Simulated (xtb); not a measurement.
H6OSiZr, SMILES [SiH3][O][ZrH3], multiplicity 1. All values are semi-empirical tight-binding results from xtb (GFN2-xTB unless named), good for trends rather than for accurate numbers. Geometry optimised at GFN2-xTB. The spin state was assumed, not searched. The structure was generated by enumeration; whether it is a known compound was not checked.

Optimised geometry:

```xyz
9

Zr     0.4417     0.7835     0.4732
H      1.9066    -0.1544     1.1874
H      0.9039     2.3027    -0.5273
H     -0.9093     1.0738     1.7477
O     -0.3165    -0.3363    -0.8977
Si    -0.9698    -1.8013    -0.8370
H      0.0558    -2.7359    -0.2948
H     -1.3597    -2.1784    -2.2002
H     -2.1565    -1.7377     0.0598
```

The geometry has at least one imaginary mode, so it is a saddle point at that level.

For metal compounds this method's bond lengths and energies can be far off.

The orbital gap is 3.30 eV.

Computed atomic charges and the Wiberg bond orders between heavy atoms:
charges (e) Zr1 1.20, H2 -0.31, H3 -0.29, H4 -0.31, O5 -0.58, Si6 0.52, H7 -0.08, H8 -0.07, H9 -0.08. Bond orders Zr1–O5 0.87, O5–Si6 1.18.
